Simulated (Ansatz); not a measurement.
`F[SiH2]O[SiH](F)F` → `F[Si](F)(F)O[SiH3]`  (isomerisation)

Isolated molecules relaxed with PBE0-D4/def2-TZVP in Ansatz; ΔE leaves out vibrations. CCSD(T)/CBS adds triple-zeta CCSD(T) − MP2 to the extrapolated MP2 energy (def2 sets, frozen cores). Functionals use def2-TZVPP. B3LYP here is the variant with VWN-RPA as its local correlation; programs differ in this. HSE06 is defined as in plane-wave codes. Each species was taken in one conformer, which may not be the lowest.

`F[SiH2]O[SiH](F)F`:

Cartesian coordinates in Å:
```
F 1.357 0.919 1.928
Si 1.101 -0.399 1.075
O 0.286 0.012 -0.271
Si -1.022 0.388 -1.123
F -2.301 0.325 -0.197
F -1.215 -0.692 -2.259
H 2.411 -0.947 0.675
H 0.295 -1.322 1.898
H -0.913 1.717 -1.725
```

`F[Si](F)(F)O[SiH3]`:

```xyz
9

F    -0.545    0.719   -2.591
Si   -0.735    0.878   -1.043
F    -0.334    2.345   -0.650
F    -2.261    0.695   -0.718
O     0.150   -0.187   -0.273
Si    0.791   -0.947    1.039
H    -0.307   -1.527    1.847
H     1.552    0.038    1.844
H     1.689   -2.014    0.543
```

Problem. Is it downhill or uphill in electronic energy at CCSD(T)/CBS, and by how much? (Estimate.)

Solution. Computed: Uphill: ΔE = +3.3 kJ/mol.

Problem. What do these levels give: r2SCAN-D4, B97M-V, HSE06-D4, PBE, BLYP, B3LYP, HSE06, LC-ωPBE, MP2/def2-SVP, SCS-MP2/def2-TZVPP, CCSD(T)/def2-TZVPP, HF/CBS(def2)? (An estimate is asked.)

Solution. Ansatz gave: r2SCAN-D4 1.3, B97M-V -1.1, HSE06-D4 2.1, PBE 6.1, BLYP 8.6, B3LYP 5.5, HSE06 2.4, LC-ωPBE 3.6, MP2/def2-SVP 3.6, SCS-MP2/def2-TZVPP 3.9, CCSD(T)/def2-TZVPP 1.4, HF/CBS(def2) -1.2 kJ/mol.

Largest T1 diagnostic among the species: 0.012.

From PBE to PBE0 (25 % exact exchange), in def2-TZVPP and without D4, ΔE moves by −3.5 kJ/mol. Leaving LDA and LC-ωPBE aside and taking each functional with its dispersion term where it has one, the values, not all of them listed here, spread over 8.6 kJ/mol, from B97M-V to BLYP-D4.
